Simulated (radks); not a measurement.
Question: All-electron atom: K9+ in [Ne] (the NIST ground configuration). All-electron calculation, Dirac Kohn-Sham, relativistic LDA (MacDonald-Vosko exchange, VWN5 correlation), spin-unpolarised, spherical densities, finite nucleus; Fermi nuclear charge, rms radius 3.4349 fm. Program: a radial shooting solver on a logarithmic mesh with Libxc functionals. Some entries of the table are withheld. Estimate them.

| orbital | occ. | eigenvalue (hartree) | <r^2> (bohr^2) | <1/r> (bohr^-1) |
|---|---|---|---|---|
| 1s1/2 | 2 | -136.3672 | 0.008885 | 18.66 |
| 2s1/2 | 2 | -19.98942 | 0.1738 | (1) |
| 2p1/2 | 2 | (2) | (3) | 3.780 |
| 2p3/2 | 4 | (4) | (5) | 3.745 |

Answer: 
(1) 2s1/2 <1/r> (bohr^-1): 3.846
(2) 2p1/2 eigenvalue (hartree): -17.48302
(3) 2p1/2 <r^2> (bohr^2): 0.1446
(4) 2p3/2 eigenvalue (hartree): -17.37320
(5) 2p3/2 <r^2> (bohr^2): 0.1465
